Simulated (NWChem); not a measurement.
Species: AlH3S2; SMILES [SH][AlH][SH]

```xyz
6

Al     0.0000     0.0000    -0.7504
H      0.0000     0.0000    -2.3312
S     -1.8495     0.0000     0.4104
H     -2.6336     0.0000    -0.6912
S      1.8495     0.0000     0.4104
H      2.6336     0.0000    -0.6912
```
Atoms are numbered in this order, from 1.

Geometry: optimised at PBE0/def2-SVP.

 Unshifted, non-relativistic core excitations; the lowest 4 roots alone, so stronger bands may lie above.

Q: List the first Al K-edge excitations from BHandHLYP/def2-TZVP, restricted-window TDA (NWChem).

A: 
```csv
state,energy (eV),dipole oscillator strength,leading excitation (squared amplitude)
S1,1545.5,0.0089,1s of atom 1 or its equivalents → LUMO (0.91)
S2,1547.0,0.0001,1s of atom 1 or its equivalents → LUMO+1 (0.55)
S3,1548.3,0.0046,1s of atom 1 or its equivalents → LUMO+3 (0.62)
S4,1548.4,0.0020,1s of atom 1 or its equivalents → LUMO+2 (0.53)
```
